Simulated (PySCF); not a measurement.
C₃H₆BN₃, SMILES CNB1N=CC=N1.

Geometry: B3LYP-D3(BJ)/def2-SVP. This is a generated structure with no PubChem entry under its InChIKey; it may be hypothetical. Other conformers were not sampled.

Method: TDA-PBE/def2-SVPD run with PySCF.

Vertical excitations. Gas-phase values at a fixed geometry. State labels are in the subgroup Cs.

| state | symmetry | energy (eV) | λ (nm) | f | main pairs |
|---|---|---|---|---|---|
| S1 | A" | 2.68 | 463 | 0.000 | HOMO→LUMO 100 % |
| S2 | A" | 2.86 | 434 | 0.001 | HOMO−1→LUMO 100 % |
| S3 | A' | 4.64 | 267 | 0.247 | HOMO−2→LUMO 77 %, HOMO−3→LUMO 15 % |
| S4 | A' | 4.73 | 262 | 0.099 | HOMO−3→LUMO 78 %, HOMO−2→LUMO 14 % |
| S5 | A' | 5.78 | 215 | 0.014 | HOMO→LUMO+1 100 % |
| S6 | A' | 5.89 | 211 | 0.017 | HOMO−1→LUMO+1 99 % |
| S7 | A" | 5.97 | 208 | 0.000 | HOMO−4→LUMO 98 % |
| S8 | A" | 6.22 | 199 | 0.006 | HOMO→LUMO+2 97 % |
| S9 | A" | 6.26 | 198 | 0.000 | HOMO−5→LUMO 56 %, HOMO−1→LUMO+2 43 % |
| S10 | A" | 6.34 | 195 | 0.000 | HOMO−1→LUMO+2 54 %, HOMO−5→LUMO 43 % |
| T1 | A" | 2.31 | 537 | 0 | HOMO→LUMO 100 % |
| T2 | A" | 2.38 | 522 | 0 | HOMO−1→LUMO 100 % |
| T3 | A' | 3.12 | 398 | 0 | HOMO−2→LUMO 94 % |
| T4 | A' | 3.20 | 388 | 0 | HOMO−3→LUMO 93 % |
Triplets are in the Tamm–Dancoff approximation.
